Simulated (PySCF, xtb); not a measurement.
BiH2Br, SMILES [Br][BiH2].

GFN2-xTB in xtb at its own geometry gives an orbital gap of 5.57 eV and a dipole moment of 7.53 D.

Geometry: B3LYP-D3(BJ)/def2-TZVP. The def2 effective core potentials stand for the cores of Bi; spin–orbit coupling is left out.

Question: What does r2SCAN/def2-TZVPD (PySCF) give? (The exact figures need the calculation; the answer reports its results.)

Answer: gap 4.06 eV (levels -6.77 and -2.71 eV), dipole 3.26 D.
